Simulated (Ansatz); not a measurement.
Consider the hydrogenolysis of the Si–O bond: `O[SiH](O)O` + H₂ → `O[SiH2]O` + H₂O.

Isolated molecules relaxed with PBE0-D4/def2-TZVP in Ansatz; ΔE leaves out vibrations. CBS: MP2 limit from def2 TZ/QZ plus the TZ coupled-cluster correction, frozen cores. This one scheme is used for every species. Functionals use def2-TZVPP. HSE06 is defined as in plane-wave codes. One conformer a species, not always the lowest.

**Question.** Is it downhill or uphill in electronic energy at CCSD(T)/CBS, and by how much? (Best estimate.)

**Answer.** The calculation gave: Uphill: ΔE = +99.7 kJ/mol.

**Question.** What do these levels give: LDA (SPW92), revPBE-D4, PBE0-D4, HSE06-D4, CAM-B3LYP-D4, PBE0, r2SCANh, r2SCAN0, MP2/def2-SVP, HF/def2-TZVPP, HF/def2-QZVPP, HF/CBS(def2)? (Estimate.)

**Answer.** The calculation gave: LDA (SPW92) 101.7, revPBE-D4 97.2, PBE0-D4 95.7, HSE06-D4 95.5, CAM-B3LYP-D4 103.0, PBE0 92.9, r2SCANh 105.9, r2SCAN0 104.8, MP2/def2-SVP 93.8, HF/def2-TZVPP 96.2, HF/def2-QZVPP 96.6, HF/CBS(def2) 96.6 kJ/mol.

Largest T1 diagnostic among the species: 0.011.

The D4 term adds +5.4 kJ/mol with B3LYP and +2.8 kJ/mol with PBE0; it sums over pairs of atoms, weighted by their polarisabilities, and B3LYP, whose exchange is more repulsive, gets the larger term. At CCSD(T), def2-SVP lies −13.0 kJ/mol from the extrapolated value and def2-TZVPP +0.1 kJ/mol.

B3LYP here is the variant with VWN-RPA as its local correlation; programs differ in this.
